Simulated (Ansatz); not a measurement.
The cluster CuBr2⁻. The state is a singlet with charge -1. Geometry PBE-D4/def2-TZVPD; atoms count from 1.

| atom | x (Å) | y (Å) | z (Å) |
| --- | --- | --- | --- |
| Cu1 | -0.001 | 0.000 | -0.001 |
| Br2 | -1.124 | -0.795 | 1.804 |
| Br3 | 1.125 | 0.794 | -1.804 |

The structure comes from a short search, and lower isomers may exist.

(1) Estimate the Mulliken populations from the PBE0/def2-TZVPD orbitals of Ansatz.

(2) And the Mayer bond orders between bonded heavy atoms (over 0.3)?

Answers

(1) 
```
atom  charge (e)  d electrons
 Cu1       -0.29         9.87
 Br2       -0.36            –
 Br3       -0.36            –
```
Mulliken values and Mayer orders depend strongly on the basis. With diffuse functions, as here, like atoms can get unlike values, and bond orders can come out too low or too high.

(2) Cu1–Br2 0.89 (2.27 Å); Cu1–Br3 0.89 (2.27 Å).
